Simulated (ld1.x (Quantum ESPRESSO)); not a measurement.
# Configuration tests for Sn (RRKJ)

Sn (Z = 50), norm-conserving RRKJ (Kleinman–Bylander form), made with ld1.x (Quantum ESPRESSO) 7.5 (PBE, scalar-relativistic). Core [Kr] 4d10, reference 5s1 5p3. Waves: 5p (bound): rc 2.15 bohr; 5s (bound): rc 2.05 bohr. Local part: the s channel. Core correction: none. rho0 = 0.01.

Energies are relative to the spin-unpolarised reference configuration 5s1 5p3; without spin polarisation the order of configurations can differ from experiment. The frozen-core shift is the all-electron ΔE with the core orbitals held at their reference shape minus the fully relaxed ΔE.

```
valence configuration  charge  ΔE all-electron (eV)  error AE − PS (meV)  frozen-core shift (meV)
              5s2 5p2       0                -6.978                  +13                      +14
              5s2 5p1      +1                -0.104                  +17                     +5.2
              5s2 5p0      +2                13.849                  +37                      +31
            5s2 5p1.5    +0.5                -4.362                  +15                     +9.1
              5s1 5p0      +3                44.820                 +127                     +271
            5s2 5p2.3    -0.3                -7.827                  +12                      +17
              5s0 5p4       0                 7.208                  +15                      +15
```
